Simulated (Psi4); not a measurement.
Br2Zn, singlet, at a GFN2-xTB geometry (such geometries of metal compounds can be far from the true shape). Base run: PBE/def2-SVP (Psi4).

Here is a job for Psi4.
```
memory 2 GB

molecule {
0 1
  Zn   -0.00812161   -0.01195013   -0.01326557
  Br   -0.24664341    1.76351145   -1.42520509
  Br    0.25360479   -1.75326848    1.43657557
}

set basis def2-svp

energy('pbe')
print_variables()
```

Each row names what was changed in the base input (with any setting that the change needs).

```csv
change,E (Eh),dipole (D),core-seconds (rough)
base,-6925.89074,0.08,3
functional = r2scan,-6926.91840,0.09,6
functional = pbe0,-6926.10119,0.09,4
functional = m11,-6926.12757,0.10,6
functional = hf (with energy('scf')),-6921.89682,0.12,2
functional = wb97x,-6927.04055,0.09,5
functional = tpssh,-6926.76927,0.09,7
functional = scan,-6927.65179,0.08,6
functional = b3lyp,-6927.04280,0.08,4
functional = b97m-v,-6925.66979,0.08,20
functional = m06-l,-6926.69784,0.08,6
functional = x3lyp,-6926.73504,0.08,4
functional = m06-2x,-6927.02609,0.10,5
```

Totals shift with the method and basis; they matter in differences.
